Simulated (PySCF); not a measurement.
## Electron correlation in Ne⁺ (neon, charge +1)

[He] 2s2 2p5, 2P determinant. Computed with PySCF 2.14 in Sapporo-DZP-2012, with scalar relativity by spin-free X2C-1e. Frozen: 1s2; 7 electrons correlated.

MP2 pair energies summed by pair of shells (mhartree):

```json
{"pair": "2p-2p", "energy": "-93.57", "share (%)": "64.0"}
{"pair": "2s-2p", "energy": "-44.99", "share (%)": "30.7"}
{"pair": "2s-2s", "energy": "-7.74", "share (%)": "5.3"}
```

Total MP2 correlation energy: -146.30 mhartree.

Same-spin part -38.36 and opposite-spin part -107.94 mhartree; SCS-MP2 scales them by 1/3 and 6/5 to -142.32 mhartree.

```tsv
level	correlation energy (mhartree)
CCSD	-156.99
(T)	-1.14
CCSD(T)	-158.13
```

Diagnostics: T1 = 0.0037, D1 = 0.0060, largest double amplitude 0.037.

Q: Is a single reference adequate?

A: Yes: T1 lies below 0.03 and no double amplitude reaches 0.07.
